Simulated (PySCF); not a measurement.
A PySCF script (with the pyscf-properties extension) for the NMR shieldings of `CC(=O)OC1CCCC1`, C₇H₁₂O₂, on a GFN2-xTB geometry:

```python
import basis_set_exchange as bse
import numpy as np
from pyscf import gto, dft
from pyscf.prop import nmr

atoms = """
C     3.547089   -0.269292    0.230367
C     2.243421    0.421924    0.538441
O     2.143703    1.468054    1.123279
O     1.211265   -0.291304    0.081706
C    -0.109407    0.207482    0.293006
C    -0.798324    0.570341   -1.022348
C    -2.273666    0.591566   -0.634579
C    -2.431917   -0.531099    0.407003
C    -1.012727   -0.879097    0.883885
H     4.238328    0.446621   -0.205933
H     3.980206   -0.631655    1.160256
H     3.382309   -1.101216   -0.446160
H    -0.049418    1.081319    0.951243
H    -0.450428    1.518960   -1.427143
H    -0.596852   -0.218074   -1.749247
H    -2.923963    0.445858   -1.495257
H    -2.517663    1.555360   -0.186394
H    -2.910256   -1.405000   -0.033520
H    -3.053541   -0.199437    1.237546
H    -0.691435   -1.839487    0.479374
H    -0.935643   -0.924884    1.968706
"""
names = dict.fromkeys(["C", "O", "H"], "pcSseg-1")
basis = {el: gto.basis.parse(bse.get_basis(n, elements=[el], fmt="nwchem")) for el, n in names.items()}
mol = gto.M(atom=atoms, basis=basis, charge=0, verbose=0)
mf = dft.RKS(mol, xc="PBE0")
mf.grids.level = 2
mf.grids.alignment = dft.numint.BLKSIZE   # the property module wants whole blocks of grid points
mf.conv_tol = 1e-9
mf.kernel()

calc = nmr.RKS(mf)   # GIAO
C = mf.mo_coeff
Co = C[:, mf.mo_occ > 0]
resp = mf.gen_response(singlet=True, hermi=2)
def vind(x):   # induced exchange potential for any number of trial vectors
    d = np.einsum("pi,xij,qj->xpq", C, 2 * x.reshape(-1, C.shape[1], Co.shape[1]), Co, optimize=True)
    return np.einsum("xpq,pi,qj->xij", resp(d - d.transpose(0, 2, 1)), C, Co, optimize=True).ravel()
mo1, _ = nmr.rhf.solve_mo1(calc, with_cphf=vind)
sigma = calc.kernel(mo1)
for i, s in enumerate(sigma):   # ppm
    print("%2d %-2s %9.2f" % (i, mol.atom_pure_symbol(i), np.trace(s) / 3))
```

**Question.** What does it print?

**Answer.** 
```
 0 C     163.61
 1 C      12.07
 2 O     -88.40
 3 O      97.69
 4 C     111.32
 5 C     150.89
 6 C     162.00
 7 C     163.99
 8 C     154.25
 9 H      29.66
10 H      29.51
11 H      29.80
12 H      25.97
13 H      29.88
14 H      30.19
15 H      29.89
16 H      30.08
17 H      29.82
18 H      29.98
19 H      30.02
20 H      29.77
```

These numbers come from an equivalent density-fitted implementation of the same equations, which agrees with the script to about 0.01 ppm for H and up to a few tenths of a ppm for heavy atoms, so last digits may differ.

**Question.** Turn these shieldings into chemical shifts. Shifts are taken against calculated references (same method and geometry level): ¹³C (σref 186.93), ¹H (σref 31.72) vs TMS; H2O for ¹⁷O (σref 336.08).

**Answer.** Averaging equivalent atoms: C 1: 174.9; C 4: 75.6; C 5/8: 34.4; C 6/7: 23.9; C 0: 23.3; O 2: 424.5; O 3: 238.4; H 12: 5.75; H 9/10/11: 2.06; H 13/20: 1.89; H 15/17: 1.86; H 16/18: 1.69; H 14/19: 1.61 ppm. Unscaled 17O shifts of doubly bonded oxygen tend to come out too high, by tens of ppm or more. Experimental scales use liquid or dissolved standards, which lie at an offset from isolated H2O (liquid H2O: subtract about 36 ppm).

Size and cost of the density-fitted run: 213 basis functions, 37 s wall time on 1 thread of an x86-64 server CPU, shared host.
